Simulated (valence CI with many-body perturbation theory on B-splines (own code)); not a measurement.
# E1 transitions of V17+

Method: valence CI with perturbative core correlation (CI+MBPT): four valence electrons over a frozen Dirac-Fock core [He], a basis of 11 s, 11 p, 9 d, 7 f, 5 g, 2 h, 1 i functions for each j, with the one-electron correlation potential Σ1 (screened to all orders), the two-electron term Σ2, the three-electron term Σ3, Breit, model QED; selected single and double excitations, second order for the rest (own B-spline code, finite nucleus).

No measured levels were compared; by estimate levels of excited configurations hold to 0.05 to 0.15 % of their energy, terms of the ground configuration to about 0.5 %.

Lines 151 to 200 of 251 in falling wavelength, among levels below 59.753 Ry, chosen from the strongest by gf and those to the six lowest levels. Wavelengths and rates use the calculated energies, so an error of 400 cm⁻¹ moves a line at 17.01 Å by 0.0068 % and its rate by three times that or more. Electric multipoles are in the length gauge, E1 and E2 with the static RPA response of the core. Weak lines are less certain than strong ones. Lines between different terms over intervals too small for the method are left out, as are lines whose strength nearly cancels. Where a level lies close to another of its J and parity, the split of strength between their lines is uncertain. The highest levels of a list are the least certain.

Names give the largest LS component (configuration and term), which can be under half, so a name can repeat, a term be missing and a line seem to break the LS rules; names also repeat where a configuration has a term twice. Letters in brackets count levels of one name in rising energy.

| λ vac (Å) | Upper | Lower | A (s⁻¹) | S (a.u.) |
| --- | --- | --- | --- | --- |
| 17.01 | 2s.2p2.3d 3F_2 | 2s.2p3 3D°_2 | 1.15e+12 | 1.40e-02 |
| 17.00 | 2s.2p2.3d 3P_1 | 2s.2p3 3D°_1 | 7.92e+11 | 5.76e-03 |
| 16.99 | 2s.2p2.3d 3F_3 | 2s.2p3 3D°_3 | 3.61e+11 | 6.12e-03 |
| 16.96 | 2s.2p2.3d 3F_3 | 2s.2p3 3D°_2 | 4.48e+12 | 7.55e-02 |
| 16.91 | 2s.2p2.3d 3F_4 | 2s.2p3 3D°_3 | 5.00e+12 | 1.07e-01 |
| 16.91 | 2s2.2p.3d 3F°_2 | 2s2.2p2 1D_2 | 6.64e+11 | 7.92e-03 |
| 16.90 | 2s2.2p.3d 3P°_1 | 2s2.2p2 1S_0 | 4.01e+10 | 2.86e-04 |
| 16.84 | 2s2.2p.3d 3F°_3 | 2s2.2p2 1D_2 | 1.93e+11 | 3.19e-03 |
| 16.82 | 2s2.2p.3d 1D°_2 [a] | 2s2.2p2 1D_2 | 1.35e+12 | 1.58e-02 |
| 16.77 | 2s.2p2.3p 5D°_1 | 2s2.2p2 1S_0 | 1.90e+11 | 1.33e-03 |
| 16.76 | 2s2.2p.3d 1P°_1 | 2s2.2p2 1S_0 | 9.87e+12 | 6.88e-02 |
| 16.72 | 2s.2p2.3p 3S°_1 | 2s2.2p2 1S_0 | 1.75e+11 | 1.21e-03 |
| 16.68 | 2s2.2p.3d 1D°_2 [b] | 2s2.2p2 1D_2 | 1.52e+12 | 1.74e-02 |
| 16.65 | 2s2.2p.3d 3F°_2 | 2s2.2p2 3P_2 | 6.22e+11 | 7.08e-03 |
| 16.63 | 2s2.2p.3d 3D°_3 | 2s2.2p2 1D_2 | 2.96e+11 | 4.71e-03 |
| 16.63 | 2s.2p2.3p 5P°_1 | 2s2.2p2 1S_0 | 4.35e+10 | 2.96e-04 |
| 16.60 | 2s2.2p.3d 3P°_2 | 2s2.2p2 1D_2 | 1.98e+12 | 2.23e-02 |
| 16.60 | 2s2.2p.3d 3P°_1 | 2s2.2p2 1D_2 | 3.86e+11 | 2.61e-03 |
| 16.58 | 2s2.2p.3d 3F°_3 | 2s2.2p2 3P_2 | 2.31e+12 | 3.64e-02 |
| 16.56 | 2s2.2p.3d 3F°_2 | 2s2.2p2 3P_1 | 6.44e+10 | 7.22e-04 |
| 16.56 | 2s.2p2.3p 3D°_1 [a] | 2s2.2p2 1S_0 | 4.28e+10 | 2.88e-04 |
| 16.56 | 2s2.2p.3d 1D°_2 [a] | 2s2.2p2 3P_2 | 6.67e+11 | 7.47e-03 |
| 16.55 | 2s.2p2.3d 5F_2 | 2s.2p3 5S°_2 | 1.62e+11 | 1.81e-03 |
| 16.52 | 2s.2p2.3d 5F_3 | 2s.2p3 5S°_2 | 5.29e+11 | 8.25e-03 |
| 16.51 | 2s2.2p.3d 3D°_1 | 2s2.2p2 3P_2 | 7.63e+10 | 5.08e-04 |
| 16.47 | 2s2.2p.3d 1D°_2 [a] | 2s2.2p2 3P_1 | 5.21e+12 | 5.75e-02 |
| 16.47 | 2s.2p2.3p 5D°_1 | 2s2.2p2 1D_2 | 5.85e+10 | 3.87e-04 |
| 16.47 | 2s2.2p.3d 1F°_3 | 2s2.2p2 1D_2 | 1.70e+13 | 2.62e-01 |
| 16.46 | 2s2.2p.3d 1P°_1 | 2s2.2p2 1D_2 | 4.08e+11 | 2.70e-03 |
| 16.43 | 2s.2p2.3d 5D_1 | 2s.2p3 5S°_2 | 6.97e+11 | 4.58e-03 |
| 16.43 | 2s.2p2.3d 5D_2 | 2s.2p3 5S°_2 | 2.04e+12 | 2.23e-02 |
| 16.43 | 2s2.2p.3d 3D°_1 | 2s2.2p2 3P_1 | 2.12e+12 | 1.39e-02 |
| 16.43 | 2s2.2p.3d 1D°_2 [b] | 2s2.2p2 3P_2 | 3.70e+11 | 4.05e-03 |
| 16.42 | 2s.2p2.3p 3S°_1 | 2s2.2p2 1D_2 | 2.34e+10 | 1.53e-04 |
| 16.42 | 2s.2p2.3d 5D_3 | 2s.2p3 5S°_2 | 4.45e+12 | 6.81e-02 |
| 16.38 | 2s2.2p.3d 3D°_3 | 2s2.2p2 3P_2 | 1.18e+13 | 1.79e-01 |
| 16.35 | 2s2.2p.3d 3P°_2 | 2s2.2p2 3P_2 | 7.05e+12 | 7.60e-02 |
| 16.34 | 2s2.2p.3d 1D°_2 [b] | 2s2.2p2 3P_1 | 5.92e+12 | 6.38e-02 |
| 16.34 | 2s2.2p.3d 3P°_1 | 2s2.2p2 3P_2 | 3.05e+12 | 1.97e-02 |
| 16.33 | 2s2.2p.3d 3D°_1 | 2s2.2p2 3P_0 | 1.04e+13 | 6.73e-02 |
| 16.32 | 2s.2p2.3d 5P_3 | 2s.2p3 5S°_2 | 1.06e+13 | 1.59e-01 |
| 16.30 | 2s.2p2.3d 3F_2 | 2s.2p3 5S°_2 | 4.20e+11 | 4.49e-03 |
| 16.29 | 2s.2p2.3d 5P_2 | 2s.2p3 5S°_2 | 1.31e+13 | 1.39e-01 |
| 16.28 | 2s.2p2.3d 3P_1 | 2s.2p3 5S°_2 | 8.60e+11 | 5.50e-03 |
| 16.28 | 2s.2p2.3d 5P_1 | 2s.2p3 5S°_2 | 1.42e+13 | 9.06e-02 |
| 16.28 | 2s.2p2.3p 5P°_3 | 2s2.2p2 1D_2 | 3.03e+10 | 4.51e-04 |
| 16.27 | 2s2.2p.3d 3P°_2 | 2s2.2p2 3P_1 | 1.18e+12 | 1.25e-02 |
| 16.26 | 2s2.2p.3d 3P°_1 | 2s2.2p2 3P_1 | 5.76e+12 | 3.67e-02 |
| 16.26 | 2s2.2p.3d 3P°_0 | 2s2.2p2 3P_1 | 7.93e+12 | 1.68e-02 |
| 16.25 | 2s.2p2.3d 3F_3 | 2s.2p3 5S°_2 | 5.51e+10 | 8.17e-04 |
